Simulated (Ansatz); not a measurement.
One change: `BCC(C)O` becomes `CC(O)CO`.

Ansatz, PBE0-D4/def2-TZVP geometries, multiplicity 1. Each molecule was computed in one conformer, which needn't be the lowest.

```
                             property  `BCC(C)O`
   LUMO energy (PBE0/def2-TZVPP) / eV      -1.08
    HOMO energy (PBE/def2-TZVPP) / eV      -6.24
  HOMO energy (B3LYP/def2-TZVPP) / eV      -7.63
   HOMO energy (PBE0/def2-TZVPP) / eV      -7.86
LUMO energy (ωB97M-V/def2-TZVPP) / eV       0.85
HOMO energy (ωB97M-V/def2-TZVPP) / eV     -10.30
```

Q: What does the change do to each property? (Estimate.)

A: The calculation gave: 
```csv
property,`CC(O)CO`,shift
LUMO energy (PBE0/def2-TZVPP) / eV,0.85,1.93
HOMO energy (PBE/def2-TZVPP) / eV,-6.00,0.24
HOMO energy (B3LYP/def2-TZVPP) / eV,-7.42,0.21
HOMO energy (PBE0/def2-TZVPP) / eV,-7.64,0.22
LUMO energy (ωB97M-V/def2-TZVPP) / eV,2.26,1.41
HOMO energy (ωB97M-V/def2-TZVPP) / eV,-10.09,0.21
```

With PBE0 the HOMO rises by 0.22 eV and the LUMO rises by 1.93 eV, so the gap widens by about 1.71 eV. PBE moves the HOMO by 0.24 eV and ωB97M-V by 0.21 eV.

B3LYP here is the variant with VWN-RPA as its local correlation; programs differ in this.
